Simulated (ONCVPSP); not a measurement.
**Scattering properties, ONCV potential for C**

carbon, optimised norm-conserving Vanderbilt (ONCV), made with ONCVPSP 4.0.1 (LDA (Perdew-Wang 92), scalar-relativistic). Core [He], reference 2s2 2p2. Waves: 2s: rc 1.20 bohr, ncon 5, nbas 9, qcut 5.2 1/bohr, 2 projectors, debl 3.7 Ha; 2p: rc 1.90 bohr, ncon 3, nbas 6, qcut 8.4 1/bohr, 2 projectors, debl 2.1 Ha. Local part: polynomial inside 0.90 bohr (lpopt 3, dvloc0 1 Ha). Core correction: Teter function, fcfact 4.25, rcfact 1.3.

The phase is arctan(r·R′/R) of the radial function R(r), unwrapped; energies in Ha, scanned from -2 to 5 Ha. A pole is an energy at which the radial function vanishes at the test radius. The pseudo phase is shifted by a multiple of π to meet the all-electron one at the reference energy, and phase errors are pseudo minus all-electron; the curves can meet again beyond the range given. Levels narrower than the energy grid can be missing from the lists of poles.

Problem. For each channel, where are the poles, and over which energies does the pseudopotential scatter like the atom?

Solution.

```
channel  radius (bohr)  reference energy (Ha)  poles, all-electron  poles, pseudo  unbroken range about the reference energy with phases within 0.05 rad  phase error 1 Ha above the reference energy (rad)
      s           1.22                  -0.50                 3.15           3.15                                                        the whole range                                             -0.000
      p           1.92                  -0.20           0.39, 4.70     0.39, 4.74                                                        the whole range                                             +0.000
```

Phases in the s channel:

```csv
E (Ha),all-electron,pseudo
-1.98,0.420,0.419
-1.80,0.293,0.292
-1.62,0.149,0.149
-1.44,-0.009,-0.009
-1.26,-0.175,-0.176
-1.08,-0.342,-0.342
-0.90,-0.499,-0.499
-0.72,-0.642,-0.642
-0.54,-0.767,-0.767
-0.36,-0.875,-0.875
-0.18,-0.967,-0.967
0.00,-1.045,-1.045
0.18,-1.112,-1.112
0.36,-1.170,-1.170
0.54,-1.220,-1.220
0.72,-1.263,-1.263
0.90,-1.301,-1.301
1.08,-1.335,-1.335
1.26,-1.366,-1.366
1.44,-1.393,-1.393
1.62,-1.418,-1.418
1.80,-1.441,-1.441
1.98,-1.462,-1.462
2.16,-1.481,-1.481
2.34,-1.500,-1.500
2.52,-1.517,-1.517
2.70,-1.533,-1.533
2.88,-1.549,-1.549
3.06,-1.564,-1.564
3.24,-1.578,-1.578
3.42,-1.592,-1.592
3.60,-1.606,-1.606
3.78,-1.620,-1.620
3.96,-1.634,-1.634
4.14,-1.647,-1.648
4.32,-1.661,-1.661
4.50,-1.675,-1.676
4.68,-1.690,-1.690
4.86,-1.705,-1.705
```
